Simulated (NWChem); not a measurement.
Species: CH3Cl2Sb; SMILES [CH3][Sb]([Cl])[Cl]

def2 effective core potentials on Sb; no spin-orbit coupling.

Problem. Give the equilibrium geometry at PBE0/def2-SVP with def2 effective core potentials on Sb (NWChem) as an XYZ file, with the point group.

Solution. point group Cs; any orientation.
```
7

Sb     0.4169    -0.3760     0.0000
Cl    -1.0285     0.1439     1.8169
Cl    -1.0285     0.1439    -1.8169
C      1.3447     1.5695     0.0000
H      1.9671     1.6742    -0.9007
H      0.5538     2.3315     0.0000
H      1.9671     1.6742     0.9007
```
